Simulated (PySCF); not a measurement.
**Ionisation energy of Kr(3+) by level of theory**

Kr(3+) [Ar] 3d10 4s2 4p3 [4p1/2^2 4p3/2^1, M_J = 3/2] → Kr(4+) [Ar] 3d10 4s2 4p2 [4p1/2^2, M_J = 0], as a difference of total energies. Computed with PySCF 2.14 in x2c-TZVPall-2c (6s7p4d1f, 54 functions), with the two-component X2C-1e Hamiltonian. Correlated levels: [Ne] frozen. "Screened" scales the spin-orbit matrix elements by Boettger's factors to mimic the two-electron term; Breit and QED terms are absent.

```csv
method,ionisation energy (eV)
GHF (spin-free),50.715
GMP2 (spin-free),51.275
GHF (screened spin-orbit),50.339
GMP2 (screened spin-orbit),50.897
```

How much does correlation contribute at GMP2 (screened spin-orbit)?

50.897 − (50.339) = 0.558 eV, measured against GHF (screened spin-orbit).

The spin-free rows relax to the high-spin LS determinant and lack the spin-orbit shift.

Errors of the correlated levels include the incompleteness of this basis and the frozen core.

The labels give the starting determinants; with spin-orbit coupling the two ends relaxed to ⟨J²⟩ = 3.75, ⟨L²⟩ = 0.03, ⟨S²⟩ = 3.71 and ⟨J²⟩ = 1.33, ⟨L²⟩ = 1.97, ⟨S²⟩ = 1.94.

The determinant of Kr(4+) mixes levels of different J (the jj label is only the starting occupation), so the difference between spin-free and spin-orbit rows is not the physical spin-orbit shift.

For comparison: 50.85 ± 0.11 eV (measured; NIST Atomic Spectra Database, ionization energies).
